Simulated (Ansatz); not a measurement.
C₃F₃, SMILES [C]#CC(F)(F)F, multiplicity 2.

Coordinates come from a PBE-D3(BJ)/def2-SVP optimisation. The isomer is the one that the SMILES or the coordinates give; other isomers of the formula were not compared.

Two levels are set side by side: PBE/def2-SVPD (Ansatz, an electronic-structure program) and PBE0/def2-SVPD (Ansatz). Energy differences of separate SCF runs at the same geometry; the states with an electron removed or added have multiplicity 3 and 1. Differences are taken from unrounded values.

```json
[
 {"quantity": "vertical ionisation energy (eV)", "PBE0": "12.13", "PBE": "11.94", "PBE minus PBE0": "-0.18"},
 {"quantity": "vertical electron affinity (eV)", "PBE0": "3.75", "PBE": "3.73", "PBE minus PBE0": "-0.02"}
]
```

On these quantities the two levels nearly agree.
